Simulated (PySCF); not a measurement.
Computed with PySCF and rigid-rotor harmonic-oscillator thermochemistry at 1 bar. Table values come from the NASA 1993 polynomials. All species are closed-shell singlets. I, Pb: scalar-relativistic def2 core potential, no spin-orbit coupling. The harmonic model lacks anharmonicity and excited electronic states, which grow with temperature; levels with a mode under 35 cm⁻¹ are left out. Soft modes under 120 cm⁻¹ make the harmonic entropy rough for PbI4. The table's entry may be an old estimate for PbI4 (not checked at source).

Harmonic frequencies at PBE0/def2-TZVP (cm⁻¹): 37, 37, 52, 52, 52, 139, 178, 178, 178. Point group Td; S°(298 K) = 462.6 J/mol/K at this level.

Problem. Work out Cp and S° of gaseous PbI4 at 500, 800, 1200, 1600, 2000 K from these, and set them beside the table.

Solution. 
```
T (K)  Cp PBE0/def2-TZVP  Cp table  S° PBE0/def2-TZVP  S° table
-----  -----------------  --------  -----------------  --------
500                107.4     107.5              517.8     521.6
800                107.8     107.8              568.4     572.2
1200               108.0     108.0              612.2     615.9
1600               108.0     108.0              643.2     647.0
2000               108.0     108.1              667.4     671.1
```
Units J/mol/K.
